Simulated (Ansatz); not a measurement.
Mulliken charges of `[NH]=[W](=[NH])([NH2])[F]` from PBE/def2-TZVPP in Ansatz (PBE0-D4/def2-TZVP geometry).

| atom | x (Å) | y (Å) | z (Å) | charge (e) |
| --- | --- | --- | --- | --- |
| N1 | -0.798 | 1.559 | 0.194 | -0.399 |
| W2 | 0.118 | 0.218 | -0.455 | 0.815 |
| N3 | 1.750 | 0.122 | 0.165 | -0.399 |
| N4 | -0.788 | -1.399 | 0.128 | -0.425 |
| F5 | 0.178 | 0.361 | -2.331 | -0.306 |
| H6 | -0.966 | 2.384 | 0.747 | 0.178 |
| H7 | 2.552 | 0.400 | 0.708 | 0.178 |
| H8 | -0.298 | -2.232 | 0.415 | 0.179 |
| H9 | -1.749 | -1.414 | 0.431 | 0.179 |

Task: By hand: the dipole of these point charges (1 e Å = 4.8032 D).

Result: Σ q r = (-0.087, -0.166, 0.555) e Å, of length 0.586 e Å = 2.81 D.

Task: How does the dipole of the full density compare? (Estimate.)

Result: Ansatz gave: (-0.097, -0.183, 0.549) e Å, 2.82 D; the point charges give 1.00 times that, at 2° from its direction.

Point charges leave out the atoms' own dipoles, such as those of lone pairs, and Mulliken's split depends on the basis, so the close match here is no proof of good charges.
